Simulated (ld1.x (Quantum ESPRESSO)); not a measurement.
# Scattering properties, ultrasoft potential for Hf

| Property | Result |
| --- | --- |
| Element | hafnium |
| Generator | ld1.x (Quantum ESPRESSO) 7.5 |
| Type | ultrasoft |
| Functional | PBEsol |
| Relativity | fully relativistic |
| Frozen core | [Xe] 4f14 |
| Valence charge | 4 |
| Reference configuration | 5d2 6s1.75 6p0.25 |
| Partial waves | 6s (bound): rcut 2.30, rcutus 3.00 bohr; 6s channel at 0.8 Ry: rcut 2.30, rcutus 3.00 bohr; 6p (bound): rcut 3.55, rcutus 3.90 bohr; 6p channel at 0.35 Ry: rcut 3.55, rcutus 3.90 bohr; 5d (bound): rcut 1.50, rcutus 1.65 bohr; 5d channel at 4.55 Ry: rcut 1.50, rcutus 1.65 bohr |
| Local potential | all-electron potential smoothed inside 2.75 bohr (lloc = -1) |
| Core correction | a·sin(br)/r model core inside 1.15 bohr |
| Augmentation charge | PSQ, inside the norm-conserving radii |

Open shells are filled in proportion to 2j + 1 (rel_dist='average').

The phase is arctan(r·u′/u) with u = r·R(r), unwrapped; energies in Ry, scanned from -2 to 5 Ry. A pole is an energy at which the radial function vanishes at the test radius. The pseudo phase is shifted by a multiple of π to meet the all-electron one at the reference energy, and phase errors are pseudo minus all-electron; the curves can meet again beyond the range given. Levels narrower than the energy grid can be missing from the lists of poles.

Problem. For each channel, where are the poles, and over which energies does the pseudopotential scatter like the atom?

Solution.

```tsv
channel	radius (bohr)	reference energy (Ry)	poles, all-electron	poles, pseudo	unbroken range about the reference energy with phases within 0.05 rad	phase error 1 Ry above the reference energy (rad)
s	4.23	-0.39	-0.02, 2.97	-0.02, 2.50, 3.08	below 2.5	-0.000
p1/2	4.23	-0.14	0.54, 3.69	0.54, 2.51, 4.73	below 1.5	-0.001
p3/2	4.23	-0.11	0.71, 4.00	0.71, 2.42, 4.74	below 1.6	-0.001
d3/2	4.23	-0.24	-0.14, 1.94	-0.14, 1.94	the whole range	+0.003
d5/2	4.23	-0.21	-0.09, 2.00	-0.09, 2.00	the whole range	+0.003
```

Phases in the p3/2 channel:

```
E (Ry)  all-electron  pseudo
 -2.00         1.390   1.389
 -1.76         1.375   1.374
 -1.52         1.356   1.355
 -1.28         1.331   1.330
 -1.04         1.294   1.294
 -0.80         1.236   1.236
 -0.56         1.126   1.126
 -0.32         0.839   0.839
 -0.08        -0.252  -0.252
  0.16        -1.189  -1.189
  0.40        -1.439  -1.439
  0.64        -1.548  -1.548
  0.88        -1.618  -1.619
  1.12        -1.678  -1.681
  1.36        -1.745  -1.754
  1.60        -1.842  -1.885
  1.84        -2.039  -2.376
  2.08        -2.693  -4.243
  2.32        -3.958  -4.637
  2.56        -4.371  -4.811
  2.80        -4.514  -5.098
  3.04        -4.587  -6.647
  3.28        -4.632  -7.499
  3.52        -4.665  -7.664
  3.76        -4.691  -7.735
  4.00        -4.713  -7.777
  4.24        -4.733  -7.808
  4.48        -4.753  -7.831
  4.72        -4.775  -7.852
  4.96        -4.801  -7.871
```
